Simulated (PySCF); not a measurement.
C₆ coefficients of unlike pairs at UHF

Calculated with PySCF 2.14 from the dipole response of each species, C₆(A,B) = (3/π) ∫ α_A(iu) α_B(iu) du, in atomic units, from isotropic polarisabilities. For ions this is the dispersion term alone; charge-induced terms of lower order in 1/R come first.

| species | configuration | basis | relativity | α (bohr³) | C₆ (like pair) |
| --- | --- | --- | --- | --- | --- |
| Xe⁺ | [Kr] 4d10 5s2 5p5 (2P) | aug-cc-pVQZ-PP with one added diffuse shell each of s, p, d, f, g type with ECP28MDF (8s8p6d4f3g) | core potential | 17.79 | 152.2 |
| Al⁺ | [Ne] 3s2 (1S) | aug-cc-pwCVTZ (8s7p5d3f) | none | 26.29 | 139.2 |
| Co³⁺ | [Ar] 3d6 (5D) | aug-cc-pVTZ with one added diffuse shell each of s, p, d, f, g type (9s8p6d4f3g) | none | 1.589 | 3.773 |
| Cu²⁺ | [Ar] 3d9 (2D) | def2-TZVPPD (6s6p4d2f1g) | none | 1.915 | 4.251 |

Q: Estimate C₆ for Co³⁺ with Xe⁺.

A: The integral gives 20.75. The combination rule 2 C_A C_B / (C_A α_B/α_A + C_B α_A/α_B) gives 20.57 and the geometric mean 23.97.

No spin-orbit coupling is included.

The other pairs:

| pair | C₆ |
| --- | --- |
| Cu²⁺, Al⁺ | 17.11 |
| Co³⁺, Al⁺ | 15.15 |
| Cu²⁺, Xe⁺ | 22.54 |
| Cu²⁺, Co³⁺ | 3.990 |
| Al⁺, Xe⁺ | 133.1 |
